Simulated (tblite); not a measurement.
Record of a relaxation.

C2H5BCl2Ge.
Atom-mapped SMILES: `[CH2:1]=[CH:2][GeH2:3][B:4]([Cl:5])[Cl:6]` (hydrogens: H7, H8 on C1; H9 on C2; H10, H11 on Ge3)

Computed with GFN2-xTB (tblite), gas phase: L-BFGS steps from a force-field or distance-geometry start until the largest atomic force falls under 0.01 eV/Å. 14 of its 89 geometries are shown.

Step 0: E = -519.1279 eV, largest atomic force 2.070 eV/Å
```
atom  x, y, z in Å  |  force x, y, z in eV/Å
C1     -1.471    0.307   -0.913   -0.485   0.117  -0.362
C2     -1.001   -0.766   -0.311    0.208  -0.492   0.133
Ge3     0.489   -0.704    0.934    0.747   0.190   0.794
B4      1.647    0.882    0.413    0.100   1.018  -1.800
Cl5     0.930    2.574    0.320    1.012  -1.712   0.225
Cl6     2.971    0.484   -0.808   -1.272   0.601   1.410
H7     -1.073    1.313   -0.761   -0.234  -0.530  -0.142
H8     -2.312    0.165   -1.587    0.137   0.467   0.046
H9     -1.445   -1.747   -0.501    0.095   0.329   0.013
H10    -0.121   -0.545    2.353    0.297  -0.336  -0.504
H11     1.393   -1.959    0.836   -0.606   0.346   0.188
```

Step 7: E = -519.6172 eV, largest atomic force 0.205 eV/Å
```
atom  x, y, z in Å  |  force x, y, z in eV/Å
C1     -1.489    0.277   -0.920   -0.021   0.036  -0.022
C2     -0.979   -0.774   -0.301   -0.098  -0.082   0.002
Ge3     0.517   -0.661    0.950    0.001   0.148  -0.142
B4      1.587    0.895    0.263    0.124   0.087  -0.009
Cl5     1.036    2.507    0.360    0.055   0.051   0.056
Cl6     2.943    0.555   -0.722    0.042   0.043   0.012
H7     -1.098    1.269   -0.779    0.045   0.080   0.022
H8     -2.322    0.210   -1.598   -0.101  -0.079  -0.074
H9     -1.415   -1.744   -0.481   -0.038  -0.120  -0.008
H10    -0.070   -0.603    2.319   -0.001   0.010   0.144
H11     1.297   -1.928    0.883   -0.007  -0.175   0.018
```

Step 14: E = -519.6394 eV, largest atomic force 0.185 eV/Å
```
atom  x, y, z in Å  |  force x, y, z in eV/Å
C1     -1.520    0.257   -0.934    0.026  -0.015   0.022
C2     -1.015   -0.791   -0.302    0.047  -0.016   0.002
Ge3     0.517   -0.642    0.928   -0.146  -0.074  -0.087
B4      1.624    0.924    0.255    0.012  -0.044   0.018
Cl5     1.098    2.543    0.406    0.030  -0.034   0.055
Cl6     2.993    0.602   -0.715    0.013   0.016   0.032
H7     -1.113    1.245   -0.786   -0.044   0.032  -0.030
H8     -2.351    0.194   -1.621    0.007  -0.057   0.027
H9     -1.437   -1.774   -0.482    0.015   0.045   0.063
H10    -0.029   -0.594    2.329    0.022   0.097  -0.045
H11     1.237   -1.961    0.896    0.018   0.049  -0.057
```

Step 20: E = -519.6535 eV, largest atomic force 0.144 eV/Å
```
atom  x, y, z in Å  |  force x, y, z in eV/Å
C1     -1.544    0.237   -0.945   -0.053   0.003  -0.042
C2     -1.035   -0.803   -0.307   -0.017   0.032   0.038
Ge3     0.503   -0.638    0.888    0.106  -0.024   0.095
B4      1.652    0.914    0.266   -0.015   0.033  -0.068
Cl5     1.166    2.538    0.483   -0.065   0.018   0.100
Cl6     3.040    0.643   -0.685    0.098  -0.093  -0.017
H7     -1.152    1.234   -0.811    0.000  -0.026  -0.044
H8     -2.375    0.145   -1.626   -0.075   0.020  -0.020
H9     -1.464   -1.785   -0.457    0.022   0.013  -0.001
H10     0.010   -0.518    2.304   -0.030   0.005  -0.034
H11     1.205   -1.964    0.863    0.028   0.018  -0.007
```

Step 27: E = -519.6626 eV, largest atomic force 0.061 eV/Å
```
atom  x, y, z in Å  |  force x, y, z in eV/Å
C1     -1.576    0.221   -0.960   -0.017   0.027  -0.017
C2     -1.050   -0.799   -0.301   -0.014   0.000  -0.033
Ge3     0.511   -0.629    0.865    0.053   0.003   0.031
B4      1.676    0.915    0.252    0.006  -0.011   0.046
Cl5     1.199    2.526    0.573    0.017  -0.007  -0.012
Cl6     3.094    0.647   -0.658    0.004   0.013  -0.007
H7     -1.184    1.221   -0.854    0.009   0.026  -0.036
H8     -2.417    0.115   -1.628   -0.037  -0.012   0.020
H9     -1.472   -1.785   -0.432   -0.014  -0.033   0.014
H10     0.026   -0.464    2.279   -0.004  -0.043  -0.034
H11     1.198   -1.964    0.840   -0.003   0.037   0.027
```

Step 34: E = -519.6667 eV, largest atomic force 0.061 eV/Å
```
atom  x, y, z in Å  |  force x, y, z in eV/Å
C1     -1.597    0.216   -0.974    0.004  -0.008   0.016
C2     -1.052   -0.793   -0.312   -0.006   0.013  -0.011
Ge3     0.519   -0.623    0.850   -0.002   0.044  -0.042
B4      1.704    0.916    0.269   -0.005   0.015  -0.019
Cl5     1.228    2.522    0.610    0.028  -0.003  -0.007
Cl6     3.121    0.657   -0.648   -0.026   0.012   0.028
H7     -1.200    1.218   -0.906   -0.006  -0.025  -0.021
H8     -2.463    0.097   -1.609    0.037  -0.006   0.035
H9     -1.481   -1.782   -0.408   -0.011   0.013   0.007
H10     0.022   -0.470    2.256   -0.032  -0.008   0.031
H11     1.204   -1.954    0.847    0.020  -0.047  -0.017
```

Step 41: E = -519.6680 eV, largest atomic force 0.030 eV/Å
```
atom  x, y, z in Å  |  force x, y, z in eV/Å
C1     -1.605    0.211   -0.977    0.011  -0.010  -0.026
C2     -1.052   -0.792   -0.313   -0.005   0.004   0.010
Ge3     0.523   -0.620    0.840   -0.012   0.009  -0.005
B4      1.711    0.923    0.272    0.009  -0.007   0.004
Cl5     1.255    2.530    0.632   -0.003   0.012   0.000
Cl6     3.135    0.665   -0.634   -0.011  -0.006   0.007
H7     -1.205    1.213   -0.941    0.018  -0.008   0.017
H8     -2.481    0.081   -1.593   -0.014   0.002  -0.007
H9     -1.494   -1.778   -0.391   -0.001   0.002   0.018
H10     0.010   -0.474    2.244    0.006  -0.009  -0.003
H11     1.208   -1.956    0.836    0.003   0.011  -0.015
```

Step 47: E = -519.6689 eV, largest atomic force 0.029 eV/Å
```
atom  x, y, z in Å  |  force x, y, z in eV/Å
C1     -1.604    0.204   -0.984   -0.013   0.004   0.012
C2     -1.059   -0.792   -0.308    0.009  -0.013  -0.014
Ge3     0.522   -0.613    0.832   -0.005  -0.016   0.017
B4      1.713    0.932    0.279   -0.014   0.005   0.002
Cl5     1.268    2.542    0.640    0.000  -0.003   0.000
Cl6     3.135    0.661   -0.623    0.011   0.002  -0.004
H7     -1.192    1.202   -0.955   -0.005   0.004  -0.021
H8     -2.489    0.076   -1.589    0.001   0.014  -0.021
H9     -1.504   -1.777   -0.368   -0.016  -0.001   0.011
H10     0.005   -0.487    2.236    0.015  -0.002   0.025
H11     1.212   -1.946    0.813    0.015   0.006  -0.007
```

Step 54: E = -519.6699 eV, largest atomic force 0.044 eV/Å
```
atom  x, y, z in Å  |  force x, y, z in eV/Å
C1     -1.604    0.201   -0.991    0.008   0.005  -0.007
C2     -1.066   -0.794   -0.303   -0.025   0.020   0.012
Ge3     0.518   -0.611    0.835    0.009  -0.005  -0.013
B4      1.706    0.939    0.285   -0.031   0.029   0.012
Cl5     1.273    2.555    0.639    0.000  -0.034  -0.001
Cl6     3.130    0.656   -0.611    0.012   0.001  -0.005
H7     -1.176    1.192   -0.979    0.001  -0.008  -0.008
H8     -2.490    0.082   -1.596    0.017  -0.022   0.010
H9     -1.525   -1.774   -0.339   -0.006   0.023  -0.008
H10     0.010   -0.512    2.246    0.020  -0.009  -0.001
H11     1.230   -1.932    0.786   -0.005   0.000   0.011
```

Step 61: E = -519.6712 eV, largest atomic force 0.039 eV/Å
```
atom  x, y, z in Å  |  force x, y, z in eV/Å
C1     -1.607    0.194   -1.007    0.014  -0.002  -0.010
C2     -1.087   -0.787   -0.287   -0.003   0.002   0.004
Ge3     0.515   -0.608    0.826    0.013   0.010   0.001
B4      1.699    0.952    0.294    0.029  -0.025  -0.009
Cl5     1.288    2.566    0.664   -0.022   0.011   0.004
Cl6     3.135    0.659   -0.586   -0.019   0.014   0.004
H7     -1.160    1.176   -1.033   -0.009   0.004  -0.014
H8     -2.498    0.064   -1.604    0.013   0.013   0.008
H9     -1.569   -1.756   -0.294    0.002  -0.008   0.019
H10     0.041   -0.542    2.251   -0.003   0.000   0.001
H11     1.247   -1.916    0.750   -0.015  -0.020  -0.007
```

Step 68: E = -519.6729 eV, largest atomic force 0.068 eV/Å
```
atom  x, y, z in Å  |  force x, y, z in eV/Å
C1     -1.592    0.189   -1.029   -0.037   0.010   0.024
C2     -1.096   -0.771   -0.265   -0.008   0.021   0.011
Ge3     0.523   -0.610    0.825   -0.013  -0.011   0.006
B4      1.698    0.959    0.306    0.001  -0.027  -0.004
Cl5     1.264    2.567    0.681    0.003  -0.010  -0.007
Cl6     3.134    0.678   -0.575    0.002   0.037  -0.003
H7     -1.136    1.164   -1.101    0.066  -0.017  -0.002
H8     -2.491    0.056   -1.612   -0.024  -0.013  -0.012
H9     -1.609   -1.723   -0.221    0.015   0.001  -0.010
H10     0.073   -0.581    2.258   -0.012   0.009   0.005
H11     1.238   -1.925    0.708    0.007  -0.001  -0.008
```

Step 74: E = -519.6748 eV, largest atomic force 0.033 eV/Å
```
atom  x, y, z in Å  |  force x, y, z in eV/Å
C1     -1.584    0.185   -1.046    0.021  -0.017   0.005
C2     -1.113   -0.749   -0.236    0.005  -0.025  -0.012
Ge3     0.527   -0.615    0.824   -0.011  -0.011  -0.003
B4      1.695    0.962    0.318   -0.019   0.021  -0.001
Cl5     1.239    2.565    0.697   -0.008  -0.014   0.007
Cl6     3.134    0.713   -0.563    0.029   0.003  -0.016
H7     -1.086    1.133   -1.177    0.019  -0.001   0.007
H8     -2.488    0.049   -1.620   -0.010   0.012   0.012
H9     -1.651   -1.685   -0.143   -0.027   0.011  -0.003
H10     0.101   -0.623    2.265    0.000   0.007  -0.007
H11     1.231   -1.932    0.654    0.003   0.015   0.011
```

Step 81: E = -519.6767 eV, largest atomic force 0.051 eV/Å
```
atom  x, y, z in Å  |  force x, y, z in eV/Å
C1     -1.554    0.170   -1.070   -0.026   0.039  -0.015
C2     -1.135   -0.736   -0.203    0.003  -0.007   0.012
Ge3     0.528   -0.625    0.820    0.013   0.007  -0.038
B4      1.679    0.971    0.324   -0.012   0.009   0.001
Cl5     1.190    2.560    0.716    0.001  -0.007   0.002
Cl6     3.131    0.756   -0.549   -0.016   0.004   0.008
H7     -0.997    1.075   -1.262    0.000  -0.013  -0.013
H8     -2.476    0.058   -1.622    0.021   0.022   0.007
H9     -1.737   -1.621   -0.044   -0.006  -0.027   0.015
H10     0.142   -0.678    2.271   -0.006   0.012  -0.001
H11     1.236   -1.927    0.591    0.026  -0.039   0.021
```

Step 88: E = -519.6786 eV, largest atomic force 0.006 eV/Å
```
atom  x, y, z in Å  |  force x, y, z in eV/Å
C1     -1.540    0.173   -1.070    0.000  -0.005   0.000
C2     -1.137   -0.739   -0.200   -0.002   0.004  -0.003
Ge3     0.537   -0.645    0.808    0.000  -0.001   0.000
B4      1.669    0.965    0.313   -0.002   0.001   0.002
Cl5     1.145    2.539    0.723    0.001   0.003   0.002
Cl6     3.127    0.792   -0.557   -0.005  -0.003   0.001
H7     -0.951    1.053   -1.285    0.001  -0.003  -0.003
H8     -2.472    0.091   -1.608    0.001   0.002   0.003
H9     -1.764   -1.602   -0.016    0.004   0.002  -0.002
H10     0.145   -0.671    2.258    0.004   0.002  -0.001
H11     1.246   -1.954    0.609   -0.001  -0.002   0.000
```

Problem. Summarise the path.

Solution. The energy falls by 0.5507 eV from step 0 to step 88; nine tenths of that is first reached at step 9. It never rises by more than 0.2 meV. The largest force goes from 2.070 to 0.006 eV/Å. Among the bonds B4–Cl6 changes most, from 1.845 to 1.707 Å; the atoms move by 0.360 Å rms after alignment.

What follows is the cost of the whole relaxation. On one thread of an Arm Neoverse N1 (shared host), this took 0.95 s wall.
